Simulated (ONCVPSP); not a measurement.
## Fe (Z = 26): excitation energies, all-electron against ONCV

| Property | Result |
| --- | --- |
| Element | iron |
| Generator | ONCVPSP 4.0.1 |
| Type | optimised norm-conserving Vanderbilt (ONCV) |
| Functional | PBE |
| Relativity | fully relativistic |
| Frozen core | [Ne] |
| Valence charge | 16 |
| Reference configuration | 3s2 3p6 3d6 4s1.5 4p0.5 |
| Partial waves | 3s+4s: rc 1.40 bohr, ncon 3, nbas 6, qcut 11.1 1/bohr, 2 projectors; 3p+4p: rc 1.30 bohr, ncon 4, nbas 8, qcut 11 1/bohr, 2 projectors; 3d: rc 1.50 bohr, ncon 4, nbas 8, qcut 8.2 1/bohr, 2 projectors, debl 2.6 Ha |
| Local potential | polynomial inside 1.05 bohr (lpopt 4, dvloc0 0 Ha) |
| Core correction | none |

Open shells are filled in proportion to 2j + 1.

Energies are relative to the spin-unpolarised reference configuration 3s2 3p6 3d6 4s1.5 4p0.5; without spin polarisation the order of configurations can differ from experiment.

```tsv
valence configuration	charge	ΔE all-electron (eV)	error AE − PS (meV)
3s2 3p6 3d6 4s2 4p0	0	-2.017	+0.1
3s2 3p6 3d6 4s1 4p0	+1	6.712	+1.0
3s2 3p6 3d6 4s0 4p0	+2	22.915	+6.6
```

(1) What are ΔE and the potential's error for 3s2 3p6 3d5 4s2 4p0?

Levels in the configuration 3s2 3p6 3d6 4s2 4p0:

```csv
level,all-electron (eV),pseudo (eV)
3s j=1/2,-93.996,-93.993
3p j=3/2,-59.520,-59.518
3p j=1/2,-61.062,-61.059
3d j=5/2,-7.445,-7.440
3d j=3/2,-7.597,-7.591
4s j=1/2,-5.292,-5.292
```

## Answers

(1) ΔE = 12.189 eV all-electron; the error (AE − PS) is +76 meV.
